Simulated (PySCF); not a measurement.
How methods differ on the excitation energy of He⁺

He⁺ 1s1 (2S) → He⁺ 2p1 (2P), as a difference of total energies. All numbers are calculated (PySCF 2.14, scalar relativity by spin-free X2C-1e, in aug-cc-pVTZ-DK (4s3p2d, 23 functions)). The calculations carry no spin-orbit coupling.

**Question.** Order these methods by the excitation energy they give, lowest first.
A. PBE
B. LDA
C. BHandHLYP
D. revPBE

**Answer.** B (318560 cm⁻¹), A (325410 cm⁻¹), D (326020 cm⁻¹), C (329110 cm⁻¹).

For comparison: 329180 cm⁻¹ (measured; NIST levels, between the centres of gravity of the two terms).
